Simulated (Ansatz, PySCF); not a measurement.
Reaction (SMILES): COBOC [dimethoxyborane] -> [BH]OC + C[O] (the B-O bond at the site shown breaks; other sites are not compared here)
Structures are relaxed separately at B3LYP-D3(BJ)/def2-TZVP in Ansatz (an electronic-structure program), one conformer each, not searched for the lowest. Frequencies are from Ansatz or PySCF.

Quantity: bond dissociation energy (0 K, with B3LYP-D3(BJ) harmonic zero-point energies), in kcal/mol. Valence correlation only, unless marked. Open shells are spin-unrestricted. No spin-orbit coupling. No relativistic terms. CBS(X,Y): correlation extrapolated as X^-3; Hartree-Fock from the larger set. The bracket is a focal-point correction in the basis named.

```csv
level,program,bond dissociation energy (kcal/mol)
revPBE-D3(BJ)/def2-TZVPD,Ansatz + dftd3,123.6
PBE0/STO-3G,Ansatz,148.0
PBE0-D3(BJ)/def2-TZVPD,Ansatz + dftd3,?
HSE06-D4/def2-TZVPD,Ansatz + dftd4,129.9
SCS-MP2/6-31G*,Ansatz,137.5
SCS-MP2/aug-cc-pVDZ,Ansatz,134.8
CCSD/cc-pVDZ,Ansatz,?
"RI-MP2/CBS(cc-pVTZ,cc-pVQZ)+[CCSD(T)-MP2]/cc-pVTZ",Ansatz,?
```

Problem. What belongs in the gaps?

Solution. 
- PBE0-D3(BJ)/def2-TZVPD, bond dissociation energy (kcal/mol): 129.6
- CCSD/cc-pVDZ, bond dissociation energy (kcal/mol): 128.9
- RI-MP2/CBS(cc-pVTZ,cc-pVQZ)+[CCSD(T)-MP2]/cc-pVTZ, bond dissociation energy (kcal/mol): 138.0
